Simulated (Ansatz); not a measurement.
Stretching the Sn1–H2 bond in HISn (SMILES [SnH][I]) (multiplicity 1 held, fragments rigid). Energies count from the point at 1.783 Å.
Geometry at that point (charge 0, multiplicity 1):
```xyz
3

Sn     0.452     0.915     0.965
H      0.730     2.177    -0.263
I     -0.441    -0.904    -0.906
```

Signs of static correlation in def2-SVP, with CASSCF(2,2), from Ansatz (a quantum-chemistry and plane-wave program) runs.

```tsv
R (Å)	T1 of restricted CCSD	⟨S²⟩ of UHF	largest double amplitude of restricted CCSD	weight of the CASSCF reference in MRCISD	CASSCF natural occupations
1.427	0.017	0.076	0.065	0.905	1.98 0.02
1.605	0.017	0.000	0.059	0.905	1.98 0.02
1.783	0.017	0.000	0.052	0.905	1.97 0.03
1.961	0.018	0.000	0.061	0.905	1.95 0.05
2.140	0.019	0.000	…	0.905	1.93 0.07
2.407	0.023	0.305	0.100	0.904	1.88 0.12
2.675	0.029	…	0.234	0.904	1.81 0.19
3.120	0.047	0.891	0.393	0.904	1.63 0.37
3.566	0.070	0.971	0.568	0.903	1.43 0.57
4.101	0.093	1.000	0.766	0.903	1.24 0.76
4.814	0.109	1.010	0.940	0.904	1.10 0.90
5.706	0.113	1.012	1.033	0.904	1.03 0.97
```

### Question
What belongs in the gaps?

### Answer

- 2.140, largest double amplitude of restricted CCSD: 0.086
- 2.675, ⟨S²⟩ of UHF: 0.653

Doubts at one or more of the structures used: a restricted determinant that unrestricted orbitals would lower (R-CCSD(T)/def2-SVP); other coupled-cluster roots lie near (R-CCSD(T)/def2-SVP); T1 above 0.05 (R-CCSD(T)/def2-SVP, U-CCSD(T)/def2-SVP); a spin-contaminated determinant (U-CCSD(T)/def2-SVP).
